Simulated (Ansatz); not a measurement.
Relaxation of ClGeH6NO (10 atoms, charge 0, multiplicity 1), to a largest force component of 0.03 eV/Å in at most 50 steps.

Computed with RKS PBE0-D4/def2-SVP (Ansatz).

```xyz
10
Properties=species:S:1:pos:R:3
Ge 0.027 0.622 -0.294
O 0.375 -0.542 2.415
H -0.510 -0.641 2.790
H 1.113 -0.442 -0.424
Cl -0.269 1.470 -2.291
H -1.369 0.169 0.134
N 0.618 1.997 0.850
H 1.587 2.243 0.640
H 0.061 2.845 0.735
H 0.534 0.430 2.466
```

Where does it end, and by what steps?

It converged. After 7 steps the energy has fallen by 0.066 eV; H9 moved furthest, 0.24 Å.

```csv
step,energy less start (eV),largest force component (eV/Å),accepted
0,0.0000,0.790,yes
1,-0.0510,0.431,yes
2,-0.0449,0.510,no
3,-0.0617,0.265,yes
4,-0.0631,0.290,yes
5,-0.0560,0.170,no
6,-0.0657,0.063,yes
7,-0.0663,0.015,yes
```

```xyz
10
Properties=species:S:1:pos:R:3
Ge 0.023 0.589 -0.286
O 0.383 -0.454 2.366
H -0.459 -0.471 2.832
H 1.084 -0.494 -0.434
Cl -0.182 1.502 -2.267
H -1.394 0.166 0.096
N 0.609 1.888 0.891
H 1.543 2.225 0.661
H -0.007 2.699 0.918
H 0.567 0.499 2.245
```

Whether the end is a true minimum wasn't checked by a vibrational analysis.

Time of the run: 16 s on 4 threads of Arm Neoverse V1, on a shared host, peak memory 0.26 GiB.
